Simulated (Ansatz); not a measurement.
# A barrier at the coupled-cluster level

Start structure (AlSiH7O4, closed shell), relaxed at PBE0-D4/def2-TZVP:

```
atom    x (Å)    y (Å)    z (Å)
 Al1  -0.4914  -0.5286   0.8248
  O2  -0.1847  -0.0466   2.4282
  O3  -1.1737  -2.0448   0.4484
  O4  -1.0533   0.6729  -0.3643
  H5   2.0153  -0.3332   0.1204
  O6   1.0944  -0.1473  -0.0672
 Si7   0.7477   1.0085  -1.3459
  H8  -0.7541  -0.2495   3.1657
  H9  -1.1885  -2.7784   1.0581
 H10  -1.8004   0.5013  -0.9375
 H11   2.1831   0.9964  -1.8181
 H12   0.5645   2.4224  -0.9549
 H13   0.0409   0.5270  -2.5577
```

The step: AlSiH₇O₄ ([OH][Al]1([OH])[OH][SiH3][OH]1) → AlSiH₇O₄ ([OH][Al]([OH])([OH2])[O][SiH3]); bonds formed: O2–H5; bonds broken: O4–Si7, H5–O6; bonds weakened to dative contacts: Al1–O2. Computed with Ansatz 0.2.0 (basis: def2-TZVPP and def2-QZVPP); correlated methods freeze the cores. Extrapolation: Hartree–Fock as exp(−7.88 √X), correlation as X^−2.97. Energies below are by CCSD(T) at an estimated basis limit (MP2 extrapolated from triple and quadruple zeta, plus CCSD(T) − MP2 in triple zeta).

Q: What are the electronic barrier and the energy of the step, from the start structure to the end structure? (To be estimated.)

A: The calculation gives: Barrier 0.385 eV; step energy -0.287 eV (downhill); reverse barrier, their difference, 0.673 eV. Barrier and step energy count from the start structure, the reverse barrier from the end structure.

The saddle point: One imaginary mode of 879i cm⁻¹.
```
  pair  start (Å)  saddle (Å)  end (Å)
 O2–H5       3.20        1.29     0.96
Al1–O2       1.70        1.83     1.96
O4–Si7       2.08        3.84     4.32
 H5–O6       0.96        1.16     2.57
```

Zero-point energy (harmonic, PBE0-D4): ZPE is 2.282 eV at the start and 2.148 eV at the saddle, so the barrier goes from 0.385 to 0.251 eV.

No T1 diagnostic of these runs exceeds 0.012.

Labels in which every atom is bracketed show which atoms are joined, not bond orders.

For scale, one of the runs: CCSD(T)/def2-TZVPP, 306 basis functions, launched by `ansatz run in.yaml --threads 8 --pin off --events-out ev --progress --plain --max-ram 19148MiB`. The run took 6.6 min on 8 CPU threads of an Intel Xeon (shared host), with 11 GiB of host memory at its peak.
